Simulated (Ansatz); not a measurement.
PBE exchange is replaced step by step with exact exchange (0 % is PBE, 25 % PBE0; no dispersion term), basis def2-TZVP, Ansatz. System: Si₂Mo₂. Charge 0, multiplicity 1. Geometry: PBE0-D4/def2-SVP, each spin state at its own.

Left out: 35, 50 %, where a state is spin-contaminated, unstable or flagged.

Geometry of the singlet:

```tsv
atom	x (Å)	y (Å)	z (Å)
Mo1	0.109	-1.372	-0.023
Mo2	1.323	0.333	0.180
Si3	-0.877	0.486	1.171
Si4	-0.555	0.553	-1.328
```

In the def2 sets Mo takes a core potential; there is no spin–orbit coupling. At PBE0-D4/def2-TZVP the charge 0 triplet is spin-contaminated (final ⟨S²⟩ up to 2.18, 2.00 for a pure state). The structure comes from a short search, and lower isomers may exist.

```
exact exchange (%)  HOMO (eV)  LUMO (eV)  gap (eV)  triplet − singlet (kJ/mol)  quintet − singlet (kJ/mol)
                 0      -4.65      -3.44      1.20                        50.7                       142.2
                 5      -4.85      -3.22      1.63                        47.8                       136.5
                15      -5.24      -2.77      2.47                        41.2                       124.8
                25      -5.50      -2.32      3.18                        33.2                       112.4
```

(1) Estimate the row for 10 %.

Results:

(1) 
```tsv
exact exchange (%)	HOMO (eV)	LUMO (eV)	gap (eV)	triplet − singlet (kJ/mol)	quintet − singlet (kJ/mol)
10	-5.05	-3.00	2.05	44.6	130.7
```
